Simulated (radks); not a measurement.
Effect of the nuclear size on neutral neon, [Ne]. Calculated with a radial shooting solver on a logarithmic mesh with Libxc functionals: Dirac Kohn-Sham, exchange-only LDA, spin-unpolarised, spherical densities, finite nucleus; Fermi nuclear charge, rms radius 3.0055 fm. The rms radius is varied about that value; shifts are against it.

rms radius (fm) = 2.6539: total energy shift (eV) -0.000259; density at nucleus (e/bohr^3) 639.9; 1s1/2 shift (meV) -0.107
rms radius (fm) = 2.8011: total energy shift (eV) -0.000154; density at nucleus (e/bohr^3) 639.6; 1s1/2 shift (meV) -0.064
rms radius (fm) = 3.0055: total energy shift (eV) 0; density at nucleus (e/bohr^3) 639.3; 1s1/2 shift (meV) 0.000
rms radius (fm) = 3.1828: total energy shift (eV) 0.000143; density at nucleus (e/bohr^3) 639.1; 1s1/2 shift (meV) 0.059
rms radius (fm) = 3.6517: total energy shift (eV) 0.000559; density at nucleus (e/bohr^3) 638.5; 1s1/2 shift (meV) 0.231

Slopes of the eigenvalues against <r^2> in GHz/fm^2, as finite differences over the two radii next to the reference (eigenvalue slopes, not the field-shift constants of lines): 1s1/2 13.0.
